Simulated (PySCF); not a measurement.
Delta-SCF ions had no search for a lower state. Excitations are Tamm–Dancoff values on a coarser integration grid. The basis has no diffuse functions, so Rydberg states are missing or too high.

Cartesian coordinates (Å):
SMILES: BCl
```xyz
4

B     -0.1527     0.0124     0.0517
Cl     1.5750    -0.1286     0.0064
H     -0.6224     1.0113     0.4821
H     -0.7998    -0.8951    -0.3502
```
Charge 0, spin multiplicity 1.

Task: What is the computed HOMO, S1 excitation (TDA), T1 excitation (TDA), vertical ionisation energy (Delta-SCF), total energy, S1–T1 gap (TDA), brightest of the four lowest singlets (TDA) and HOMO–LUMO gap (PBE-D3(BJ)/def2-TZVP // CAM-B3LYP-D3(BJ)/def2-TZVP (PySCF))?

Result: 
| Item | Result |
|---|---|
| HOMO | -7.27 eV |
| S1 excitation (TDA) | 4.57 eV |
| T1 excitation (TDA) | 4.16 eV |
| vertical ionisation energy (Delta-SCF) | 11.05 eV |
| total energy | -13226.09 eV |
| S1–T1 gap (TDA) | 0.41 eV |
| brightest of the four lowest singlets (TDA) | 7.18 eV |
| HOMO–LUMO gap | 4.44 eV |
